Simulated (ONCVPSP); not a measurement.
Fe: one change to an ONCV potential, before and after

iron, optimised norm-conserving Vanderbilt (ONCV), made with ONCVPSP 4.0.1 (PBE, scalar-relativistic). Core [Ne], reference 3s2 3p6 3d6 4s2. Waves: 3s+4s: rc 1.15 bohr, ncon 4, nbas 9, qcut 11.8 1/bohr, 2 projectors; 3p: rc 1.20 bohr, ncon 4, nbas 9, qcut 9.1 1/bohr, 2 projectors, debl 1.7 Ha; 3d: rc 1.40 bohr, ncon 4, nbas 8, qcut 10.9 1/bohr, 3 projectors, debl 3.7 Ha. Local part: polynomial inside 1.10 bohr (lpopt 4, dvloc0 2 Ha). Core correction: none.

In the p channel the program set the typed energies aside and used -2.207, 0.250 Ha.

Change: d: rc 1.44.

Cutoffs: the cutoffs (Ha) at which the residual kinetic energy of the hardest occupied pseudo-wave falls to 1 and 0.1 mHa per electron; they do not see the model core or the augmentation charge, which bear on the density cutoff. Errors are all-electron minus pseudo energies relative to the spin-unpolarised reference configuration.

Q: Predict the effect on cutoff, ghosts and configuration errors.

A: The potential gets neither clearly harder nor softer (48 Ha and 55 Ha → 46 Ha and 55 Ha); of the 4 tests that both files solve, the error grows in 2 and shrinks in 0 by more than 15 % and 0.3 meV (median size 2.0 → 2.3 meV); neither file shows a bound ghost.

| quantity | base | changed |
| --- | --- | --- |
| cutoff, loose | 48 Ha | 46 Ha |
| cutoff, tight | 55 Ha | 55 Ha |
| loose cutoff by channel | s 46 Ha, p 32 Ha, d 48 Ha | s 46 Ha, p 32 Ha, d 46 Ha |
| bound ghosts | none | none |
| GHOST(+) flags under 300 eV | none | none |
| error for 3s2 3p6 3d6 4s1, meV [ΔE 8.73 eV] | +0.3 | +0.4 |
| error for 3s2 3p6 3d6 4s0, meV [ΔE 24.93 eV] | +3.1 | +3.6 |
| error for 3s2 3p6 3d5 4s0, meV [ΔE 59.16 eV] | +11 | +13 |
| error for 3s2 3p6 3d6 4s0 4p2, meV [ΔE 8.46 eV] | +0.8 | +1.0 |
| s: phases at 1.17 bohr within 0.05 rad from the reference energy up to (Ha; the scan ends near 5) | to the end of the scan | to the end of the scan |
| p: phases at 1.22 bohr within 0.05 rad from the reference energy up to (Ha; the scan ends near 5) | to the end of the scan | to the end of the scan |
